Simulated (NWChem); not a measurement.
GaH$_{3}$SO$_{2}$; SMILES [OH][Ga]([OH])[SH]

```xyz
7

Ga     0.0066     0.3043     0.0000
O     -1.4818     1.2774     0.0000
H     -1.3570     2.2312     0.0000
O      1.6432     1.0091     0.0000
H      1.6859     1.9704     0.0000
S     -0.1615    -1.8724     0.0000
H      1.1833    -2.0177     0.0000
```
Atoms are numbered in this order, from 1.

The geometry was optimised at PBE0/def2-SVP. B3LYP is NWChem's, with the RPA form of VWN correlation.

Task: Give the principal values of the shielding tensors (ppm) of Ga1, O2, O4, S6 from B3LYP/6-311G** (spherical d), GIAO (NWChem), with their diamagnetic and paramagnetic parts as GIAO splits them.

Result: 
| atom | σ11 | σ22 | σ33 | isotropic | diamagnetic | paramagnetic |
|---|---|---|---|---|---|---|
| Ga1 | 1167.4 | 1376.6 | 1554.1 | 1366.1 | 2641.7 | -1275.6 |
| O2 | 193.9 | 288.7 | 323.6 | 268.7 | 388.7 | -119.9 |
| O4 | 199.5 | 274.3 | 324.1 | 266.0 | 388.8 | -122.8 |
| S6 | 666.7 | 713.1 | 846.2 | 742.0 | 1056.1 | -314.1 |
